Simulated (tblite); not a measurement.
Species: C6H11B.
Numbering: `[CH2:1]=[CH:2]/[CH:3]=[CH:4]/[B:5]([CH3:6])[CH3:7]` (hydrogens: H8, H9 on C1; H10 on C2; H11 on C3; H12 on C4; H13, H14, H15 on C6; H16, H17, H18 on C7)

Computed with GFN2-xTB (tblite), gas phase: L-BFGS steps from a force-field or distance-geometry start until the largest atomic force falls under 0.01 eV/Å.

Step 8: E = -533.5932 eV
```
atom  x, y, z in Å  |  force x, y, z in eV/Å
C1      3.3316    0.3560    0.5938    0.111   0.017   0.021
C2      2.4940   -0.1479   -0.3083    0.059   0.058  -0.014
C3      1.0789    0.0793   -0.2032    0.029   0.046   0.076
C4      0.1466   -0.3534   -1.0590   -0.039  -0.076   0.041
B5     -1.3441   -0.1206   -0.7173   -0.069   0.014   0.006
C6     -2.2068   -1.3996   -0.3893   -0.057   0.054   0.022
C7     -1.8518    1.3645   -0.5224    0.033   0.002   0.010
H8      2.9511    0.9211    1.4338    0.062  -0.056  -0.070
H9      4.4010    0.2513    0.5459    0.022  -0.080  -0.060
H10     2.8202   -0.7149   -1.1733    0.151   0.052   0.138
H11     0.7733    0.6343    0.6748   -0.023   0.089  -0.026
H12     0.4760   -0.9763   -1.8856   -0.058   0.074  -0.007
H13    -1.8324   -2.2882   -0.8984   -0.191   0.040   0.070
H14    -3.2731   -1.2862   -0.5717    0.026  -0.048  -0.117
H15    -2.1147   -1.5850    0.6839    0.051  -0.029  -0.061
H16    -2.7822    1.4655    0.0353    0.032  -0.035  -0.113
H17    -1.9859    1.8432   -1.4960   -0.078  -0.086   0.093
H18    -1.0904    1.9631   -0.0194   -0.062  -0.037  -0.011
```

Step 9: E = -533.5985 eV
```
atom  x, y, z in Å  |  force x, y, z in eV/Å
C1      3.3375    0.3566    0.5965    0.022  -0.030  -0.083
C2      2.4986   -0.1447   -0.3078    0.030   0.063   0.045
C3      1.0814    0.0813   -0.2017   -0.039  -0.003  -0.044
C4      0.1476   -0.3547   -1.0594   -0.002  -0.002   0.146
B5     -1.3467   -0.1214   -0.7204   -0.046   0.023   0.063
C6     -2.2114   -1.4010   -0.3898   -0.024   0.121  -0.011
C7     -1.8552    1.3665   -0.5198    0.080  -0.147  -0.035
H8      2.9610    0.9212    1.4359    0.029  -0.022  -0.023
H9      4.4047    0.2498    0.5457    0.091  -0.087  -0.061
H10     2.8267   -0.7155   -1.1706    0.130   0.076   0.151
H11     0.7733    0.6398    0.6751    0.000   0.048  -0.070
H12     0.4717   -0.9763   -1.8902   -0.035   0.089   0.037
H13    -1.8402   -2.2895   -0.8981   -0.157   0.000   0.048
H14    -3.2769   -1.2877   -0.5751    0.015  -0.039  -0.087
H15    -2.1141   -1.5835    0.6830    0.026  -0.030  -0.052
H16    -2.7861    1.4679    0.0340    0.010  -0.036  -0.075
H17    -1.9891    1.8369   -1.4955   -0.073  -0.027   0.053
H18    -1.0914    1.9606   -0.0182   -0.055   0.002  -0.001
```

**Question.** Estimate the geometry and energy of step 10. (The exact step hangs on the optimiser's Hessian estimate; all steps are aligned on step 9, rigid shifts and turns removed.)

**Answer.** E = -533.6048 eV, largest force 0.268 eV/Å
```
atom  x, y, z in Å  |  force x, y, z in eV/Å
C1      3.3457    0.3571    0.5987   -0.059  -0.057  -0.151
C2      2.5043   -0.1398   -0.3065   -0.037   0.054   0.085
C3      1.0829    0.0831   -0.2018    0.069   0.040   0.015
C4      0.1491   -0.3559   -1.0564   -0.101  -0.013   0.070
B5     -1.3505   -0.1221   -0.7229    0.018   0.011   0.110
C6     -2.2173   -1.4005   -0.3908    0.004   0.137  -0.047
C7     -1.8582    1.3661   -0.5172    0.089  -0.243  -0.068
H8      2.9735    0.9208    1.4378    0.002   0.020   0.030
H9      4.4107    0.2462    0.5443    0.143  -0.092  -0.060
H10     2.8370   -0.7145   -1.1643    0.103   0.077   0.120
H11     0.7734    0.6472    0.6741    0.029  -0.007  -0.123
H12     0.4659   -0.9745   -1.8947   -0.018   0.112   0.106
H13    -1.8528   -2.2908   -0.8966   -0.095  -0.047   0.006
H14    -3.2812   -1.2902   -0.5807   -0.024  -0.007  -0.042
H15    -2.1130   -1.5823    0.6806   -0.011  -0.020  -0.028
H16    -2.7901    1.4701    0.0308   -0.024  -0.047  -0.019
H17    -1.9943    1.8287   -1.4938   -0.055   0.037  -0.014
H18    -1.0939    1.9575   -0.0168   -0.033   0.043   0.010
```

The energy changes by -0.0063 eV. The first-order estimate −F·Δx gives -0.0087 eV and the mean of the old and new forces, exact on a quadratic surface, -0.0062 eV. The step makes an angle of 57° with the force vector and moves no atom by more than 0.013 Å.

The cost below is that of the whole relaxation. The run took 0.97 s of wall time on Arm Neoverse V1, one thread, on a shared host.
